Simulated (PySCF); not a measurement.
## How methods differ on the excitation energy of Cr²⁺

Cr²⁺ [Ar] 3d4 (5D) → Cr²⁺ [Ar] 3d3 4s1 (5F), as a difference of total energies. All numbers are calculated (PySCF 2.14, scalar relativity by spin-free X2C-1e, in ANO-RCC-VTZP). Correlated levels: valence: [Ar] frozen; valence and next inner shell: [Ne] frozen. The calculations carry no spin-orbit coupling.

```json
{"method": "UHF", "excitation energy (eV)": "5.788"}
{"method": "LDA", "excitation energy (eV)": "6.518"}
{"method": "PBE", "excitation energy (eV)": "6.309"}
{"method": "PBE0", "excitation energy (eV)": "6.379"}
{"method": "r2SCAN", "excitation energy (eV)": "6.180"}
{"method": "HSE06", "excitation energy (eV)": "6.311"}
{"method": "PBEsol", "excitation energy (eV)": "6.481"}
{"method": "BHandHLYP", "excitation energy (eV)": "6.175"}
{"method": "MP2 (valence)", "excitation energy (eV)": "6.217"}
{"method": "SCS-MP2 (valence)", "excitation energy (eV)": "5.931"}
{"method": "MP2 (valence and next inner shell)", "excitation energy (eV)": "6.492"}
{"method": "SCS-MP2 (valence and next inner shell)", "excitation energy (eV)": "6.212"}
```

Question: How much does correlation contribute at MP2 (valence and next inner shell)?

Answer: 6.492 − (5.788) = 0.704 eV, measured against UHF.

A first-order spin-orbit estimate (lowest level to lowest level, LS coupling) adds -0.025 eV.

The basis was made for the ground configuration and has no added diffuse functions, so the excitation energy can come out too high.
